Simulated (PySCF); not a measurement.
**EPR parameters of C7H7FSi**

Compound: C₇H₇FSi (triplet state).
Geometry (GFN2-xTB, Å), atoms numbered from 1 in this order:
```
atom  x, y, z in Å
F1    -3.929   -0.396    0.269
C2    -2.590   -0.264    0.177
C3    -1.785   -1.376    0.395
C4    -0.424   -1.248    0.301
C5     0.184    0.008   -0.016
C6     1.528    0.133   -0.109
Si7    3.321    0.354   -0.228
C8    -0.692    1.119   -0.229
C9    -2.052    0.980   -0.133
H10   -2.243   -2.324    0.634
H11    0.219   -2.098    0.465
H12    3.659    1.720   -0.658
H13    3.908    0.105    1.094
H14    3.853   -0.598   -1.210
H15   -0.253    2.075   -0.469
H16   -2.712    1.818   -0.295
```

The hyperfine couplings belong to this conformer and change with its torsions.

The species is `Fc1ccc(cc1)[C][SiH3]` [triplet].

Method: UKS B3LYP, pcH-1 on C F H Si, non-relativistic, mean-field spin-orbit, GIAO in PySCF 2.14.0. Isolated species at its GFN2-xTB geometry, gas phase. This triplet need not be the ground state; the singlet was not compared here. A GFN2-xTB geometry isn't a minimum of the functional, and hyperfine couplings can be far from their values at a DFT geometry. The SCF solution wasn't tested for stability.

```
g1, g2, g3                      : 2.00239, 2.00246, 2.00275
g_iso                           : 2.00253
Form of g                       : rhombic: the two nearest values differ by 19 % of g3 − g1
⟨S²⟩                            : 2.0387 (exact 2.0000)
HOMO–LUMO gap, α and β orbitals : 4.51, 4.87 eV
Total energy                    : -660.21062 Eh
Basis functions                 : 305
```

Hyperfine couplings atom by atom, in mT; T1 to T3 are the principal values of the dipolar part; ρ(0) is the spin density at the nucleus (MHz turned into mT with g_iso):

```json
{"atom": "F1", "isotope": "19F", "a_iso": "0.78", "of which spin–orbit": "0.00", "T1": "-1.47", "T2": "-1.23", "T3": "2.69", "Mulliken spin population": "0.02", "ρ(0) (bohr⁻³)": "0.0104"}
{"atom": "C2", "isotope": "13C", "a_iso": "0.52", "of which spin–orbit": "0.00", "T1": "-0.43", "T2": "-0.40", "T3": "0.83", "Mulliken spin population": "0.26", "ρ(0) (bohr⁻³)": "0.0257"}
{"atom": "C3", "isotope": "13C", "a_iso": "-0.24", "of which spin–orbit": "0.00", "T1": "-0.31", "T2": "0.12", "T3": "0.19", "Mulliken spin population": "-0.13", "ρ(0) (bohr⁻³)": "-0.0122"}
{"atom": "C4", "isotope": "13C", "a_iso": "1.74", "of which spin–orbit": "0.00", "T1": "-0.42", "T2": "-0.19", "T3": "0.61", "Mulliken spin population": "0.28", "ρ(0) (bohr⁻³)": "0.0870"}
{"atom": "C5", "isotope": "13C", "a_iso": "-1.30", "of which spin–orbit": "0.00", "T1": "-0.47", "T2": "0.16", "T3": "0.31", "Mulliken spin population": "-0.30", "ρ(0) (bohr⁻³)": "-0.0647"}
{"atom": "C6", "isotope": "13C", "a_iso": "2.37", "of which spin–orbit": "0.00", "T1": "-2.36", "T2": "0.56", "T3": "1.80", "Mulliken spin population": "1.66", "ρ(0) (bohr⁻³)": "0.1184"}
{"atom": "Si7", "isotope": "29Si", "a_iso": "1.38", "of which spin–orbit": "0.00", "T1": "-0.05", "T2": "-0.03", "T3": "0.08", "Mulliken spin population": "-0.07", "ρ(0) (bohr⁻³)": "-0.0872"}
{"atom": "C8", "isotope": "13C", "a_iso": "1.73", "of which spin–orbit": "0.00", "T1": "-0.42", "T2": "-0.19", "T3": "0.61", "Mulliken spin population": "0.28", "ρ(0) (bohr⁻³)": "0.0865"}
{"atom": "C9", "isotope": "13C", "a_iso": "-0.25", "of which spin–orbit": "0.00", "T1": "-0.31", "T2": "0.12", "T3": "0.19", "Mulliken spin population": "-0.13", "ρ(0) (bohr⁻³)": "-0.0123"}
{"atom": "H10", "isotope": "1H", "a_iso": "0.19", "of which spin–orbit": "0.00", "T1": "-0.06", "T2": "0.00", "T3": "0.07", "Mulliken spin population": "0.01", "ρ(0) (bohr⁻³)": "0.0024"}
{"atom": "H11", "isotope": "1H", "a_iso": "-0.34", "of which spin–orbit": "0.00", "T1": "-0.14", "T2": "-0.07", "T3": "0.21", "Mulliken spin population": "-0.01", "ρ(0) (bohr⁻³)": "-0.0042"}
{"atom": "H12", "isotope": "1H", "a_iso": "1.80", "of which spin–orbit": "0.00", "T1": "-0.10", "T2": "-0.07", "T3": "0.17", "Mulliken spin population": "0.05", "ρ(0) (bohr⁻³)": "0.0225"}
{"atom": "H13", "isotope": "1H", "a_iso": "1.27", "of which spin–orbit": "0.00", "T1": "-0.10", "T2": "-0.08", "T3": "0.18", "Mulliken spin population": "0.04", "ρ(0) (bohr⁻³)": "0.0159"}
{"atom": "H14", "isotope": "1H", "a_iso": "1.33", "of which spin–orbit": "0.00", "T1": "-0.10", "T2": "-0.08", "T3": "0.18", "Mulliken spin population": "0.04", "ρ(0) (bohr⁻³)": "0.0167"}
{"atom": "H15", "isotope": "1H", "a_iso": "-0.34", "of which spin–orbit": "0.00", "T1": "-0.14", "T2": "-0.07", "T3": "0.21", "Mulliken spin population": "-0.01", "ρ(0) (bohr⁻³)": "-0.0043"}
{"atom": "H16", "isotope": "1H", "a_iso": "0.20", "of which spin–orbit": "0.00", "T1": "-0.06", "T2": "0.00", "T3": "0.07", "Mulliken spin population": "0.01", "ρ(0) (bohr⁻³)": "0.0025"}
```

The largest Mulliken spin populations are on C6 (+1.66), C5 (-0.30), C4 (+0.28) and C8 (+0.28). Four atoms exceed +0.15. The positive populations add up to 2.65 and the negative ones to -0.65, together 2S = 2.

Axes: g2 points within 2° of the C6–Si7 bond.

The 13C coupling of C6 (66.5 MHz) shows only in satellite lines or after enrichment, since that isotope makes up about 1.07 % of natural carbon.

The 29Si coupling of Si7 (38.7 MHz) shows only in satellite lines or after enrichment, since that isotope makes up about 4.7 % of natural silicon.

Hardware: one thread, Arm Neoverse V1, no GPU, shared host. Cost: 3.1 min.
